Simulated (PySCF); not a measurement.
Predicted microwave data (PySCF, PBE0-D3(BJ)/def2-SVP geometry optimisation, gas phase) for one isomer of C2H9BO2Si:

* Rotational constants: A = 7384, B = 1077, C = 961.9 MHz
* Dipole components: |μa| = 1.86 D, |μb| = 0.76 D, |μc| = 0.05 D
* Inertial defect: -12.19 u·Å²
* κ: -0.96

Question: Which structure is it? (One computed conformer of each.)
A. `[OH:1][B:2]([OH:3])[CH2:4][CH2:5][SiH3:6]` with H–O1–B2–O3 180°, O1–B2–O3–H 180°, O1–B2–C4–C5 179°, B2–C4–C5–Si6 -179°
B. `[BH2:1][CH2:2][O:3][SiH2:4][O:5][CH3:6]` with H–B1–C2–O3 6° and -177°, B1–C2–O3–Si4 32°, C2–O3–Si4–O5 151°, O3–Si4–O5–C6 -56°

Answer: A. It is OB(O)CC[SiH3], a near-prolate asymmetric top, point group Cs. The candidates at the same level (rigid rotor, commonest isotopes):

```csv
SMILES,A (MHz),B (MHz),C (MHz),μa (D),μb (D),μc (D),Δ (u·Å²),point group,rotor
BCO[SiH2]OC,7114,1463,1314,0.82,1.27,1.00,-31.67,C1,near-prolate asymmetric top
OB(O)CC[SiH3],7384,1077,961.9,1.86,0.76,0.05,-12.19,Cs,near-prolate asymmetric top
```

`BCO[SiH2]OC` has C 37 % too high. No structure here is proved a minimum.
